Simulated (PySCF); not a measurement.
Vertical excitations of a molecule C₂H₅FO₂Si from PySCF 2.14.0 with TDA-PBE0/def2-SVPD, as energy in eV (oscillator strength): 5.03 (0.006), 7.03 (0.031), 7.39 (0.047), 7.52 (0.122), 7.73 (0.010), 7.97 (0.014), 8.35 (0.056), 8.37 (0.031), 8.48 (0.120), 8.59 (0.031). Lowest triplet (TDA): 4.27 eV. Coordinates come from a PBE-D3(BJ)/def2-SVP optimisation. The values are those of a single conformer.

Q: Which structure fits?
A) C[Si@H](F)C(=O)O
B) F[SiH2]C1OCO1
C) O=C(O)C[SiH2]F
D) O=C[Si@@H](F)CO

A: A, C[Si@H](F)C(=O)O
